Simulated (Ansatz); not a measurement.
Z-matrix (Å, degrees):
```
Si
Al 1 2.457
C 1 1.885 2 111.5
H 1 1.492 2 111.7 3 -120.6
H 1 1.492 2 111.7 3 120.7
H 2 1.587 1 120.1 3 -179.9
H 2 1.590 1 120.5 3 0.1
F 3 1.354 1 114.5 2 180.0
C 3 1.325 1 127.1 2 -0.0
H 9 1.082 3 120.0 1 -0.0
H 9 1.085 3 121.4 1 -180.0
```

Charge 0, multiplicity 1.

Task: List the PBE0/def2-TZVPP orbital energies in eV (the Gaussian-basis code of Ansatz). (An estimate is asked.)

Result: Computed: Occupied: -1802.49, -1528.24, -674.18, -280.34, -278.33, -144.86, -114.12, -99.52, -99.51, -99.50, -74.25, -74.03, -74.01, -34.03, -21.65, -17.02, -15.41, -13.68, -13.13, -13.04, -11.82, -11.24, -9.92, -9.39, -8.79, -7.78, -7.71. Lowest empty: -2.25, -0.34, -0.09, 0.44, 1.09, 1.50, 1.84, 2.21.
